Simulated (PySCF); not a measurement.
The vertical singlet excitations below were computed for one of the candidates. The calculation used TDDFT B3LYP/def2-SVPD, vertical, gas phase, core orbitals frozen in the response in PySCF 2.14.0, density-fitted response routines. Geometries: PBE0-D3(BJ)/def2-SVP, one conformer each.

```
state  E (eV)       f  main configurations (H = HOMO, L = LUMO)
   S1    9.54   0.016                    H→L (88%), H→L+1 (10%)
   S2    9.60   0.012                H-1→L (86%), H-1→L+1 (14%)
   S3   10.05   0.014                    H→L+1 (87%), H→L (11%)
   S4   10.16   0.021                H-1→L+1 (82%), H-1→L (14%)
   S5   10.91   0.038                               H→L+3 (96%)
   S6   10.98  0.0093                H→L+2 (86%), H-1→L+3 (12%)
```

Orbital energies (eV): HOMO-3 -12.41, HOMO-2 -11.92, HOMO-1 -10.60, HOMO -10.44, LUMO 0.23, LUMO+1 0.77, LUMO+2 1.48.

Problem. Which candidate is it?
A. `C1=CC=CCC=C1`
B. `C[C@@]12C=C[C@H]3[C@@H]1[C@H]32`
C. `FCC(F)(F)F`

Solution. C. Its S1, at 9.54 eV, is the highest among the candidates; the nearest of the others has S1 at 5.46 eV. S1 is HOMO→LUMO (88%), HOMO→LUMO+1 (10%). Löwdin shares by element: HOMO fluorine 44% or more, carbon 32% (atoms not listed hold the other 24%); LUMO carbon 47%, hydrogen 27% (atoms not listed hold the other 26%). At the same level the other candidates give, for their lowest levels:
- `C1=CC=CCC=C1`: 4.49 eV (f 0.096); 4.93 eV (f 0.005); 5.94 eV (f 0.000); 6.27 eV (f 0.299); 6.38 eV (f 0.001); T1 2.99 eV; HOMO -6.22, LUMO -1.24 eV
- `C[C@@]12C=C[C@H]3[C@@H]1[C@H]32`: 5.46 eV (f 0.054); 5.90 eV (f 0.034); 6.09 eV (f 0.000); 6.24 eV (f 0.004); 6.50 eV (f 0.001); T1 3.58 eV; HOMO -6.04, LUMO -0.04 eV

Conformer computed: `[F:1][CH2:2][C:3]([F:4])([F:5])[F:6]`: F1–C2–C3–F4 62°.
Triplets come from the Tamm–Dancoff approximation.
